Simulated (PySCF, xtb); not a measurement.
Ge(F)2(Br)(OH) (BrF2GeHO), SMILES [OH][Ge]([F])([Br])[F].

GFN2-xTB run with xtb at its own geometry gives an orbital gap of 5.64 eV and a dipole moment of 3.75 D.

Geometry: r2SCAN-D4/def2-SVP. One conformer was computed; it need not be the lowest.

Task: What does HF/def2-TZVP run with PySCF give? (An estimate is asked for; the answer gives what the named calculation found.)

Result: gap 14.86 eV (levels -12.60 and 2.26 eV), dipole 1.19 D.
